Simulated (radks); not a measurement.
Results of a calculation; reference values are marked as such.
Initial-state core-level shifts of the technetium ion Tc+ when its valence configuration changes from [Kr] 4d5 5s1. Code: a radial shooting solver on a logarithmic mesh with Libxc functionals. Model: scalar-relativistic Kohn-Sham, PBE, spin-unpolarised, spherical densities, finite nucleus; Fermi nuclear charge, rms radius 4.4112 fm. Shifts are changes of the shell-averaged eigenvalues in eV (positive: less bound); the change of the density at the nucleus, which sets a Mossbauer isomer shift, is in e/bohr^3, on a base of 1.023e+05.

| valence | 1s | 2p | 3s | 3d | density at nucleus |
|---|---|---|---|---|---|
| 4d5 5p1 | -1.293 | -1.261 | -1.279 | -1.275 | -16.48 |
| 4d4 5s2 | -4.141 | -4.413 | -4.310 | -4.338 | +23.00 |
| 4d4.5 5s1 5p0.5 | -2.665 | -2.780 | -2.743 | -2.754 | +2.52 |
| 4d6 | +3.642 | +3.863 | +3.807 | +3.827 | -18.48 |
| 4d3.5 5s2 5p0.5 | -7.023 | -7.440 | -7.272 | -7.314 | +27.27 |
| 4d3 5s1 5p2 | -11.200 | -11.763 | -11.527 | -11.585 | +11.57 |
| 4d3.5 5s1.5 5p1 | -7.653 | -8.060 | -7.900 | -7.941 | +17.93 |
| 4d4.5 5s1.5 | -2.013 | -2.142 | -2.097 | -2.110 | +10.91 |
| 4d3.5 5s1 5p1.5 | -8.272 | -8.669 | -8.515 | -8.555 | +8.30 |
